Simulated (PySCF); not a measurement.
A calculated (M06-L, PySCF 2.14, cc-pVTZ-DK, the spin-free X2C one-electron Hamiltonian (Gaussian nucleus)) atom or ion has these occupied shells.

```tsv
shell	electrons	orbital energy (eV)	rms radius, mean of both spins (bohr)
1s	2	-134.73	0.481
```

Problem. Name the element and its charge.

Solution. Be²⁺ (beryllium, charge +2), in 1s2, closed-shell 1S.
